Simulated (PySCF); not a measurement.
## Potassium: highly charged ions in a basis for the neutral atom

K¹⁵⁺ [He] 2s2, K¹⁶⁺ [He] 2s1. Calculation: PySCF 2.14, in def2-SVP (5s3p2d, 24 functions); the non-relativistic Hamiltonian (point nucleus). No spin-orbit coupling, so a gap to NIST mixes the basis error with missing relativistic terms.

Changed run: basis of the neutral atom used for a highly charged ion. This setting is unsound on purpose.

```csv
species,method,sound run (hartree),changed run (hartree),converged
K¹⁵⁺,UHF,not run,-421.43776,yes
K¹⁵⁺,MN15,not run,-421.49521,yes
K¹⁵⁺,PBE0,not run,-421.43316,yes
K¹⁶⁺,UHF,not run,-386.51433,yes
K¹⁶⁺,MN15,not run,-386.49533,yes
K¹⁶⁺,PBE0,not run,-386.42920,yes
```

Ionisation energy of K¹⁵⁺:

```
method  changed run (eV)    NIST (eV)
   UHF            950.31  967.7 ± 0.3
  MN15            952.40  967.7 ± 0.3
  PBE0            952.51  967.7 ± 0.3
```

The contracted functions were made for the neutral atom and can be too rigid for a highly charged ion.
